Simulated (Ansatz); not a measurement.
Gas-phase electronic energies from Ansatz, PBE0-D4/def2-TZVP geometries. CCSD(T)/CBS is the MP2 limit (def2-TZVPP, def2-QZVPP) plus CCSD(T) − MP2 in def2-TZVPP, frozen cores. This one scheme is used for every species. DFT in def2-TZVPP. HSE06 is defined as in plane-wave codes. For Br, Ga outer-core shells are correlated without core-valence functions, which leaves a few kJ/mol of doubt a bond. Scalar relativity is left out up to krypton. One conformer a species, not always the lowest.

Reaction (ligand exchange at a Ga–C bond): `C=[CH][Ga]([CH3])[F]` + HBr → `C=[CH][Ga]([F])[Br]` + CH₄

`C=[CH][Ga]([CH3])[F]`:

```xyz
11

C    -2.403   -0.060    0.314
C    -1.188    0.306    0.721
Ga    0.366   -0.165   -0.339
C     2.292    0.108   -0.215
F    -0.131   -1.077   -1.779
H    -2.549   -0.622   -0.604
H    -3.301    0.184    0.878
H    -1.098    0.869    1.648
H     2.797   -0.860   -0.202
H     2.576    0.668    0.677
H     2.640    0.649   -1.098
```

HBr:

Z-matrix (Å, degrees):
```
Br
H 1 1.420
```

`C=[CH][Ga]([F])[Br]`:

Z-matrix (Å, degrees):
```
C
C 1 1.331
H 1 1.088 2 121.7
H 1 1.086 2 122.2 3 180.0
Ga 2 1.926 1 119.8 3 180.0
H 2 1.086 1 120.0 3 -0.0
Br 5 2.270 2 128.3 1 180.0
F 5 1.752 2 117.9 1 -0.0
```

CH₄:

Z-matrix (Å, degrees):
```
C
H 1 1.090
H 1 1.090 2 109.5
H 1 1.090 2 109.5 3 -120.0
H 1 1.090 2 109.5 3 120.0
```

```tsv
level	ΔE (kcal/mol)
LDA (SPW92)	-30.7
HSE06-D4	-34.0
ωB97X-V	-33.6
r2SCAN0	-35.1
RPA@PBE/def2-TZVPP	-31.6
CCSD/def2-TZVPP	-33.4
CCSD(T)/def2-TZVPP	-33.1
HF/def2-QZVPP	-38.6
```

(1) What does CCSD(T)/CBS give? (Best estimate.)

Largest T1 diagnostic among the species: 0.013.

## Answers

(1) The calculation gave: -32.8 kcal/mol. The listed levels differ from it by 2.1, -1.2, -0.8, -2.3, 1.2, -0.6, -0.3, -5.8 kcal/mol.

From BLYP to BHLYP (50 % exact exchange), in def2-TZVPP and without D4, ΔE moves by −2.3 kcal/mol. At CCSD(T), def2-SVP lies −1.9 kcal/mol from the extrapolated value and def2-TZVPP −0.4 kcal/mol. In def2-TZVPP, CCSD(T) changes the Hartree–Fock value by +5.6 kcal/mol (the triples alone add +0.3 kcal/mol) and MP2 by +4.9 kcal/mol.

CCSD(T)/CBS has its own doubt, a few kJ/mol and more with outer-core shells, so smaller differences from it don't rank the levels.
